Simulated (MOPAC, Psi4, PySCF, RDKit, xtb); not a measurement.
Two geometries of H5FSSi2, SMILES F[SiH2][SiH2]S, relaxed at B3LYP-D3(BJ)/def2-SVP with one dihedral held; other torsions can differ between them too.

Structure A

```
9

F     -2.6483    -0.3232     0.9833
Si    -1.4895     0.5671     0.2508
Si     0.4868    -0.7005     0.0824
S      1.4301     0.0652    -1.7138
H     -1.9776     0.9337    -1.1082
H     -1.2713     1.8011     1.0558
H      1.3693    -0.4906     1.2674
H      0.1784    -2.1571    -0.0173
H      2.6407    -0.4936    -1.4781
```

Structure B

```
9

F     -1.6118    -3.3562    -1.0032
Si    -0.1933    -2.5354    -1.0550
Si    -0.5616    -0.5723     0.1743
S     -1.0964    -1.1969     2.1798
H      0.1518    -2.3104    -2.4882
H      0.8565    -3.3715    -0.4097
H     -1.6038     0.2860    -0.4624
H      0.6911     0.2207     0.3265
H     -2.0533    -2.0588     1.7586
```

### Question
Which is lower in energy at the level DF-MP2 (frozen core)/cc-pVTZ // B3LYP-D3(BJ)/def2-SVP (Psi4), and by how much?

### Answer
B is lower, by 2.74 kJ/mol (dihedral F1–Si2–Si3–S4: 150° in A, 60° in B).

E(B) − E(A) in kJ/mol at the other levels, on the same two geometries: MMFF94 // B3LYP-D3(BJ)/def2-SVP (RDKit) -3.14; PBE0/def2-TZVP // B3LYP-D3(BJ)/def2-SVP (Psi4) -2.61; PBE0-D3(BJ)/def2-TZVP // B3LYP-D3(BJ)/def2-SVP (Psi4) -3.09; PBE/def2-TZVP // B3LYP-D3(BJ)/def2-SVP (Psi4) -2.98; PBE-D3(BJ)/def2-TZVP // B3LYP-D3(BJ)/def2-SVP (Psi4) -3.48; wB97X-D/def2-TZVP // B3LYP-D3(BJ)/def2-SVP (Psi4) -2.70; HF/cc-pVTZ // B3LYP-D3(BJ)/def2-SVP (Psi4) -1.31; UFF // B3LYP-D3(BJ)/def2-SVP (RDKit) -5.21; PM3, restricted, heats of formation // B3LYP-D3(BJ)/def2-SVP (MOPAC) 3.23; PM7, restricted, heats of formation // B3LYP-D3(BJ)/def2-SVP (MOPAC) 0.16; GFN1-xTB // B3LYP-D3(BJ)/def2-SVP (xtb) 0.00; restricted B3LYP/6-31G*, spherical d // B3LYP-D3(BJ)/def2-SVP (PySCF) -1.26; restricted Hartree-Fock/6-31G*, spherical d // B3LYP-D3(BJ)/def2-SVP (PySCF) -0.11; restricted B3LYP/6-311+G**, spherical d, density fitting // B3LYP-D3(BJ)/def2-SVP (PySCF) -2.25; restricted M06-2X/6-31G*, spherical d // B3LYP-D3(BJ)/def2-SVP (PySCF) -1.85.
